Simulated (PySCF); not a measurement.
# Gas-phase XPS of Si(SiH3)4, computed

Compound: Si(SiH3)4.
Cartesian coordinates in Å at the PBE0-D3(BJ)/def2-SVP level; atoms count from 1:
```
atom  x, y, z in Å
Si1   -0.0163    0.0130    0.0072
Si2   -0.0150   -0.0235    2.3496
H3     0.7786   -1.1949    2.8359
H4    -1.4124   -0.1366    2.8721
H5     0.5994    1.2314    2.8834
Si6    2.1958    0.0192   -0.7617
H7     2.2202    0.0864   -2.2558
H8     2.8879   -1.2333   -0.3254
H9     2.9392    1.1955   -0.2130
Si10  -1.1224    1.9261   -0.7682
H11   -2.5437    1.9265   -0.3027
H12   -1.1030    1.9594   -2.2634
H13   -0.4448    3.1546   -0.2494
Si14  -1.0764   -1.9125   -0.8039
H15   -0.4300   -3.1281   -0.2190
H16   -0.9604   -1.9751   -2.2939
H17   -2.5252   -1.9088   -0.4315
```

Method: delta-SCF UKS SCAN, pcX-2 on the ionised atom, pcseg-1 elsewhere, spin-free X2C in PySCF. These are vertical core ionisation energies against the vacuum level, from separate self-consistent calculations with and without the core hole.

**Question.** What binding energy does each computed site have?

**Answer.** 
```csv
atom(s),bonded to,level,binding energy (eV),2p1/2 (eV),above the level's lowest (eV),count
Si1,4 Si,Si 2p3/2,105.65,106.28,0.00,1
Si1,4 Si,Si 1s,1845.27,–,0.00,1
Si2/Si6/Si10/Si14,3 H and Si,Si 2p3/2,106.35,106.98,+0.70,4
Si2/Si6/Si10/Si14,3 H and Si,Si 1s,1846.09,–,+0.82,4
```

The listed Si 1s values span 0.82 eV, from Si1 (bonded to 4 Si) to Si2/Si6/Si10/Si14 (bonded to 3 H and Si).

The listed Si 2p3/2 values span 0.70 eV, from Si1 (bonded to 4 Si) to Si2/Si6/Si10/Si14 (bonded to 3 H and Si).

**Question.** What is the longest wavelength that can ionise Si 2p3/2 of Si2/Si6/Si10/Si14 vertically?

**Answer.** λ = hc/E = 12398.42 eV Å / 106.35 eV = 116.581 Å.

Atoms equivalent by their bonding share one computed value, that of the first of them. 2p3/2 and 2p1/2 are the ΔSCF energy of one spin-free 2p hole plus the eigenvalues of a spin–orbit and ligand-field matrix of the shell. 2p1/2 minus 2p3/2 (ligand field included): Si 0.62 eV. Geometry: PBE0-D3(BJ)/def2-SVP; no solvent, vibrations or thermal averaging.
